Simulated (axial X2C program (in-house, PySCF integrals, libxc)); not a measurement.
**Correcting the dissociation energy of CrCl⁺ for spin–orbit coupling**

A spin-free CCSD(T) curve (one-electron X2C) was computed with an axial X2C code built on PySCF integrals, basis Cr dyall-cv3z [9s10p6d3f2g], Cl dyall-av3z [9s8p3d2f] (cores contracted in-house), for the state M_S = 2, Λ = 0 (beyond evenly filled blocks: π+α, π-α, δ+α, δ-α). It gives D0 = 2.288 eV to Cr+ + Cl, which in a spin-free picture are the weighted means of the ground terms.

Correlated methods: 12 electrons correlated (number of frozen shells: Cr 3 s, 2 p; Cl 2 s, 1 p), 262 virtual spin orbitals or spinors in MP2, 90 natural virtuals in coupled cluster.

Measured levels of the ground terms (NIST Handbook of Basic Atomic Spectroscopic Data), in cm⁻¹: Cr+ 6S: J = 5/2 at 0; Cl 2P: J = 3/2 at 0, J = 1/2 at 882.4.

The molecular state has Λ = 0, so it has no first-order lowering.

Problem. How far does each ground level lie under the (2J+1)-weighted mean of its term?

Solution. Cr+: a single level, 0; Cl: (4 × 0 + 2 × 882.4)/6 = 294 cm⁻¹.

Problem. Correct D0.

Solution. D0 = 2.288 + (0 − 294)/8065.5 = 2.252 eV at CCSD(T) with these spin–orbit terms. The direct two-component run gives 2.246 eV; the difference holds second-order terms in the molecule, scalar two-electron terms, the gap between measured and computed atomic splittings (a 2c atom can miss part of its lowering) and, in coupled cluster, the truncation of each run.

Second-order spin–orbit effects in the molecule, which grow quickly with Z, are left out. The state is one determinant whose occupation by symmetry is held fixed; it was picked as the lowest of a PBE0 search that is not exhaustive. De is counted from the lowest determinant-based energies of the atoms at the same level, without counterpoise correction. CCSD and (T) use frozen natural virtuals with an MP2 correction for the truncation; (T) itself is uncorrected, so its De runs slightly low. Other states lie close and PBE0, whose exact exchange favours high spin, may order them wrongly; the determinant shown need not be the ground state. The nearest other spin-free determinant of the search, M_S = 2, Λ = 1, lies 0.14 eV up at the distance of the search.
